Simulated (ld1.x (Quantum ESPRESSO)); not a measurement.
W, TM: configuration errors across variants

tungsten (W), norm-conserving Troullier–Martins (Kleinman–Bylander form), made with ld1.x (Quantum ESPRESSO) 7.5 (PBE, scalar-relativistic). Core [Xe] 4f14, reference 5d4 6s2 6p0. Waves: 6s (bound): rc 2.70 bohr; 6p (bound, empty): rc 2.55 bohr; 5d (bound): rc 2.70 bohr. Local part: all-electron potential smoothed inside 1.90 bohr (lloc = -1). Core correction: a·sin(br)/r model core inside 2.65 bohr.

All-electron excitation energies from the reference (eV): (1) 5d4 6s1 6p0 8.883; (2) 5d4 6s0 6p0 24.563; (3) 5d3 6s0 6p0 49.945; (4) 5d5 6s0 6p0 9.692; (5) 5d4 6s1.5 6p0 3.633; (6) 5d4 6s0 6p2 9.259.

Tests that are not counted but printed errors over 1 eV. “base”: 5d3 6s2 6p1 (solver errors, printed error -195 eV). “wave 6s (bound): rc 2.70 bohr becomes 6s (bound): rc 1.72 bohr”: 5d3 6s2 6p1 (solver errors, printed error -2.3 eV). “wave 6s (bound): rc 2.70 bohr becomes 6s (bound): rc 2.26 bohr”: 5d3 6s2 6p1 (solver errors, printed error -2.4 eV). “wave 6s (bound): rc 2.70 bohr becomes 6s (bound): rc 2.56 bohr”: 5d3 6s2 6p1 (solver errors, printed error -196 eV). “wave 6s (bound): rc 2.70 bohr becomes 6s (bound): rc 2.80 bohr”: 5d3 6s2 6p1 (pseudo-atom not self-consistent, printed error -106 eV).

A true bound ghost makes a file unfit for plane-wave use even where its test errors are small: the radial tests pick states by their node count and pass the ghost by. Where a test does run into it, the solver fails or the error is huge.

Errors AE − PS in meV (a dash: test not solved or not reliable):

| change | (1) | (2) | (3) | (4) | (5) | (6) | bound ghosts |
| --- | --- | --- | --- | --- | --- | --- | --- |
| base | -4.2 | +0.9 | -27 | -24 | -1.6 | -21 | s, p |
| wave 6s (bound): rc 2.70 bohr becomes 6s (bound): rc 1.72 bohr | +24 | +230 | +82 | +267 | +3.9 | +166 | s, p |
| wave 6s (bound): rc 2.70 bohr becomes 6s (bound): rc 2.26 bohr | -3.4 | +4.8 | -35 | -13 | -1.4 | -20 | s, p |
| wave 6s (bound): rc 2.70 bohr becomes 6s (bound): rc 2.56 bohr | -4.3 | +0.8 | -26 | -25 | -1.6 | -20 | s, p |
| wave 6s (bound): rc 2.70 bohr becomes 6s (bound): rc 2.80 bohr | -4.2 | +0.8 | -31 | -22 | -1.6 | -21 | s, p |
| wave 6s (bound): rc 2.70 bohr becomes 6s (bound): rc 3.00 bohr | -3.9 | -0.9 | -51 | -11 | -1.5 | -25 | s, p |
| wave 6s (bound): rc 2.70 bohr becomes 6s (bound): rc 3.22 bohr | -3.9 | -7.6 | -94 | +5.5 | -1.4 | -35 | s, p |
| wave 6s (bound): rc 2.70 bohr becomes 6s (bound): rc 3.54 bohr | -5.3 | -31 | -195 | +35 | -1.4 | -60 | s, p |
| wave 6s (bound): rc 2.70 bohr becomes 6s (bound): rc 3.74 bohr | -6.9 | -52 | -269 | +51 | -1.6 | -79 | s, p |
| wave 6s (bound): rc 2.70 bohr becomes 6s (bound): rc 4.02 bohr | -11 | -98 | -411 | +74 | -2.0 | -115 | s, p |

Give the same row for: wave 6s (bound): rc 2.70 bohr becomes 6s (bound): rc 1.94 bohr.

+8.1, +68, -25, +79, +1.0, +27; bound ghosts: s, p. Not counted: 5d3 6s2 6p1 (solver errors, printed error -2.1 eV).
